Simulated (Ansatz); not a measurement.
A single point on `[CH3][Ti]12345678([OH])([C@H]9[C@@H]1[C@@H]2[C@@H]3[C@H]94)[C@H]1[C@@H]5[C@@H]6[C@@H]7[C@H]18`.

```yaml
crystal:
  periodic: [false, false, false]
  atoms:
    - {symbol: C, position_ang: [-1.024941, -1.913716, -0.364318]}
    - {symbol: Ti, position_ang: [-0.170833, -0.029221, 0.278932]}
    - {symbol: O, position_ang: [-1.132837, 0.023799, 1.870413]}
    - {symbol: C, position_ang: [-2.066240, 0.929764, -0.869384]}
    - {symbol: C, position_ang: [-1.448980, 1.974922, -0.165315]}
    - {symbol: C, position_ang: [-0.154247, 2.149482, -0.685697]}
    - {symbol: C, position_ang: [0.013576, 1.228528, -1.747167]}
    - {symbol: C, position_ang: [-1.161363, 0.469851, -1.851905]}
    - {symbol: C, position_ang: [1.647897, 0.145458, 1.827162]}
    - {symbol: C, position_ang: [2.118331, 0.599821, 0.581857]}
    - {symbol: C, position_ang: [2.106424, -0.492302, -0.313834]}
    - {symbol: C, position_ang: [1.626003, -1.616156, 0.382762]}
    - {symbol: C, position_ang: [1.339457, -1.220932, 1.703856]}
    - {symbol: H, position_ang: [-0.592640, -2.323419, -1.281060]}
    - {symbol: H, position_ang: [-2.098167, -1.782274, -0.521360]}
    - {symbol: H, position_ang: [-0.883683, -2.636758, 0.441816]}
    - {symbol: H, position_ang: [-2.037540, 0.337692, 1.836810]}
    - {symbol: H, position_ang: [-3.047092, 0.521346, -0.677538]}
    - {symbol: H, position_ang: [-1.863815, 2.517162, 0.671105]}
    - {symbol: H, position_ang: [0.565004, 2.880803, -0.352939]}
    - {symbol: H, position_ang: [0.894237, 1.123061, -2.360551]}
    - {symbol: H, position_ang: [-1.342052, -0.330150, -2.551620]}
    - {symbol: H, position_ang: [1.481532, 0.752099, 2.703844]}
    - {symbol: H, position_ang: [2.440586, 1.603511, 0.353367]}
    - {symbol: H, position_ang: [2.410101, -0.473271, -1.349088]}
    - {symbol: H, position_ang: [1.494802, -2.604395, -0.026563]}
    - {symbol: H, position_ang: [0.886480, -1.834726, 2.466437]}
basis:
  gaussian: {orbitals: def2-TZVPP}
hamiltonian: {xc: pbe}
correlation: {method: rpa}
```

```sh
$ ansatz run in.yaml --threads 11 --pin off --events-out ev --progress --plain --max-ram 166912MiB --backend cuda --devices 0, --max-vram 75GiB
```

It prints (some lines left out):

```
Functional definition: PBE
3829 factors; integrals over basis functions are off by at most 1.0e-3 eV
mean field evaluation 1: about -36738.2489 eV, gradient 1.4e2 eV
mean field evaluation 2: about -36738.2098 eV, gradient 1.4e2 eV
mean field evaluation 4: about -36687.3169 eV, gradient 1.9e2 eV
mean field evaluation 8: about -36781.6163 eV, gradient 1.5e-2 eV
mean field -36781.61622465 eV, -1351.6994647808 hartree, gradient 4.7e-6 eV, S^2 0.000000; 2 other end points of the search recorded, 0 dependent functions left out
17 core orbitals not correlated: weight in the atoms' cores, before any rotation towards them, 1.000 or more for the frozen orbitals, at most 0.000 for the correlated occupied ones
reference -36681.02479120 eV, -1348.0027977849 hartree; 38, 38 occupied and 577, 577 virtual orbitals, 3829 factors
Total energy: -36788.76293384 eV, -1351.9621014994 hartree
```

It took 6 s on 11 threads of an AMD EPYC 7R13 on a shared host and a whole NVIDIA H100 80 GB, with 5 GiB of host memory at the peak.
